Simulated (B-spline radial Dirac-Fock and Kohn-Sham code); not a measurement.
**What relativity does to the binding energies of Ni¹⁶⁺**

System: the Ni¹⁶⁺ ion in the configuration [Ne] 3s2.

Both columns are ΔSCF binding energies of the configuration average from a radial B-spline solver: non-relativistic Hartree-Fock with a point nucleus, and Dirac-Fock with a finite nucleus and the Coulomb interaction alone, averaged over the two j levels with weights 2j+1.

```
shell  Hartree-Fock (eV)  Dirac-Fock (eV)  shift (eV)  shift (%)
   1s             8865.7           8956.7      +90.95      +1.03
   2s             1573.3           1594.0      +20.71      +1.32
   2p             1439.1           1444.0       +4.88      +0.34
   3s              561.9            567.1       +5.19      +0.92
```

Relativity binds 1s, 2s, 2p, 3s more strongly, among those listed most of all 2s in relative terms.

Values without a named source are computed, but for edge energies of neutral atoms, which are taken from tables.
